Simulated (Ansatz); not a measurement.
Ansatz (a quantum-chemistry and plane-wave program) input (RI-MP2/cc-pVQZ):
A basis named .json is the Basis Set Exchange file of that set.

Ansatz 0.2 input:
```yaml
crystal:
  periodic: [false, false, false]
  atoms:
    - {symbol: B, position_ang: [0.34970942, 0.41433946, -0.19134774]}
    - {symbol: F, position_ang: [1.12615698, -0.61534359, 0.06612940]}
    - {symbol: C, position_ang: [-1.19182156, 0.39311001, 0.03213805]}
    - {symbol: H, position_ang: [-1.61394171, 1.38454165, 0.18881453]}
    - {symbol: H, position_ang: [-1.47133606, -0.26607732, 0.86064383]}
    - {symbol: H, position_ang: [-1.64775268, -0.01072948, -0.88071261]}
basis:
  gaussian:
    orbitals: cc-pVQZ
    fitting: {mean_field: def2-universal-jkfit, correlation: cc-pVQZ-RIFIT.json}
magnetization: {spin_polarized: true, initial_magnetization: 1}
correlation: {method: mp2, electrons: outside_noble_gas}
```

Output:

```
Functional definition: HF
integrals: 0.22 GiB planned
281 factors; integrals over basis functions are off by at most 4.0e0 eV
mean field: 0.58 GiB planned
mean field evaluation 1: about -4454.8783 eV, gradient 2.3e1 eV
mean field evaluation 2: about -4457.0221 eV, gradient 1.1e1 eV
mean field evaluation 4: about -4457.5970 eV, gradient 1.2e0 eV
mean field evaluation 8: about -4457.6200 eV, gradient 2.3e-6 eV
mean field -4457.62002244 eV, -163.8145143414 hartree, gradient 2.3e-6 eV, S^2 0.752928; 0 other end points of the search recorded, 0 dependent functions left out
3 core orbitals not correlated
561 factors; their error is unknown
reference -4457.62002244 eV, -163.8145143414 hartree; 9, 8 occupied and 243, 244 virtual orbitals, 561 factors
second order -14.71788607 eV of doubles, -0.00000000 eV of singles
Total energy: -4472.33790851 eV, -164.3553866784 hartree
```

It need not be the lowest isomer of its formula.
